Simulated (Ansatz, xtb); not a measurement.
Breaking the Sb1–Sb2 bond in Sb2 (multiplicity 1 held). Energies count from the point at 2.488 Å.


Restricted levels (R-, RO-) in cc, def2 and unpolarised 6-31G sets keep to the state of the molecule at rest. Unrestricted levels (U-) break spin symmetry where that is lower. Curves can end on different states.

Correlated levels freeze the cores. Filled d and f shells under p-block atoms count as core.

Programs: Ansatz (Gaussian basis) for Hartree–Fock, density functionals and correlated methods; xtb for the GFN methods. Values without a source in brackets are computed. In def2 rows elements past Kr take small-core potentials, without spin–orbit coupling. The GFN methods have no spin term and hold the electronic entropy of 300 K.

Task: One of these levels gives 76.68 kcal/mol for the energy at R = 9.952 Å. Which?
A) U-HF/def2-SVP
B) GFN2-xTB
C) U-MP2/def2-SVP
D) R-HF/def2-SVP

Result: B, GFN2-xTB. The others give 291.70 (R-HF/def2-SVP), 6.46 (U-HF/def2-SVP), 27.01 (U-MP2/def2-SVP)

Doubts at one or more of the structures used: a restricted determinant that unrestricted orbitals would lower (R-HF/def2-SVP); a spin-contaminated determinant (U-HF/def2-SVP, U-MP2/def2-SVP).

Ansatz is a program for electronic structure.
